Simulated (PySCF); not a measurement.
## Correlation energy of Ar (argon, neutral)

[Ar], closed-shell 1S. All numbers are calculated (PySCF 2.14, the spin-free X2C one-electron Hamiltonian (Gaussian nucleus), in aug-cc-pCVTZ-DK (8s7p5d3f, 75 functions)). Frozen: [Ne]; 8 electrons correlated.

```tsv
level	correlation energy (mhartree)
CCSD	-232.67
(T)	-7.83
CCSD(T)	-240.50
```

Diagnostics: T1 = 0.0021, D1 = 0.0033, largest double amplitude 0.028.

Q: Is a single reference adequate?

A: Yes: T1 lies below 0.03 and no double amplitude reaches 0.07.
